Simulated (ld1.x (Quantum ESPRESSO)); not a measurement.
# Transferability test, PAW potential for Co

```
Element                 : cobalt
Generator               : ld1.x (Quantum ESPRESSO) 7.5
Type                    : PAW
Functional              : LDA (PZ)
Relativity              : scalar-relativistic
Frozen core             : [Ne]
Valence charge          : 17
Reference configuration : 3s2 3p6 3d7 4s2 4p0
Partial waves           : 3s (bound): rcut 1.34, rcutus 1.46 bohr; 4s (bound): rcut 1.34, rcutus 1.46 bohr; 3p (bound): rcut 1.46, rcutus 1.58 bohr; 4p (bound, empty): rcut 1.46, rcutus 1.58 bohr; 3d (bound): rcut 1.72, rcutus 2.34 bohr; 3d channel at 1.75 Ry: rcut 1.72, rcutus 2.34 bohr
Local potential         : all-electron potential smoothed inside 1.52 bohr (lloc = -1)
Core correction         : a·sin(br)/r model core, default radius (ld1.x builds one for every PAW set, though the input has nlcc=.false.)
Augmentation charge     : BESSEL, radius 1.26 bohr
```

Energies are relative to the spin-unpolarised reference configuration 3s2 3p6 3d7 4s2 4p0; without spin polarisation the order of configurations can differ from experiment. Spin-polarised rows fill each open shell by Hund’s rule, majority spin first.

(1) Give the all-electron excitation energy and the error of the potential for: 3s2 3p6 3d7 4s1 4p0; 3s2 3p6 3d7 4s0 4p0; 3s2 3p6 3d6 4s0 4p0; 3s2 3p6 3d6 4s2 4p0; 3s2 3p6 3d8 4s0 4p0; 3s2 3p6 3d7 4s1.5 4p0; 3s2 3p6 3d7 4s0 4p1; 3s2 3p6 3d7 4s2 4p0 (spin-polarised); 3s2 3p6 3d7 4s1 4p0 (spin-polarised).

Levels in the configuration 3s2 3p6 3d6 4s2 4p0:

```json
{"level": "3s", "all-electron (eV)": "-117.486", "pseudo (eV)": "-117.449"}
{"level": "3p", "all-electron (eV)": "-80.947", "pseudo (eV)": "-80.946"}
{"level": "3d", "all-electron (eV)": "-23.082", "pseudo (eV)": "-23.032"}
{"level": "4s", "all-electron (eV)": "-14.796", "pseudo (eV)": "-14.754"}
```

Answers

(1)

```
               valence configuration  charge  ΔE all-electron (eV)  error AE − PS (meV)
                 3s2 3p6 3d7 4s1 4p0      +1                 9.296                 +2.3
                 3s2 3p6 3d7 4s0 4p0      +2                26.380                 +4.2
                 3s2 3p6 3d6 4s0 4p0      +3                62.569                  +37
                 3s2 3p6 3d6 4s2 4p0      +1                15.460                  +18
                 3s2 3p6 3d8 4s0 4p0      +1                 6.705                  -17
               3s2 3p6 3d7 4s1.5 4p0    +0.5                 3.721                 +0.3
                 3s2 3p6 3d7 4s0 4p1      +1                14.748                  +14
3s2 3p6 3d7 4s2 4p0 (spin-polarised)       0                -1.983                 +2.3
3s2 3p6 3d7 4s1 4p0 (spin-polarised)      +1                 6.717                 +6.7
```
